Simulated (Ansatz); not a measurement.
Start from `C#C[O][SnH2][NH2]` and change one atom or group to get `C#COC=C`.

Ansatz, PBE0-D4/def2-TZVP geometries, multiplicity 1. Each molecule was computed in one conformer, which needn't be the lowest.

Elements past krypton have def2 core potentials.

```
                                          property  `C#C[O][SnH2][NH2]`
             HOMO–LUMO gap (B3LYP/def2-TZVPP) / eV                 5.43
size of the dipole moment (ωB97M-V/def2-TZVPP) / D                 2.81
               HOMO–LUMO gap (PBE/def2-TZVPP) / eV                 3.77
           HOMO–LUMO gap (ωB97M-V/def2-TZVPP) / eV                 9.85
               HOMO energy (B3LYP/def2-TZVPP) / eV                -6.36
    size of the dipole moment (PBE/def2-TZVPP) / D                 2.82
```

Question: What does the change do to each property? (An estimate is asked.)

Answer: Computed: 
```tsv
property	`C#COC=C`	shift
HOMO–LUMO gap (B3LYP/def2-TZVPP) / eV	6.60	1.17
size of the dipole moment (ωB97M-V/def2-TZVPP) / D	1.24	-1.57
HOMO–LUMO gap (PBE/def2-TZVPP) / eV	4.87	1.10
HOMO–LUMO gap (ωB97M-V/def2-TZVPP) / eV	11.41	1.56
HOMO energy (B3LYP/def2-TZVPP) / eV	-6.87	-0.51
size of the dipole moment (PBE/def2-TZVPP) / D	1.11	-1.71
```

With PBE0 the HOMO falls by 0.51 eV and the LUMO rises by 0.61 eV, so the gap widens by about 1.12 eV. PBE moves the HOMO by -0.59 eV and ωB97M-V by -0.45 eV. Dipoles are sizes alone; their direction can turn.

B3LYP here is the variant with VWN-RPA as its local correlation; programs differ in this.
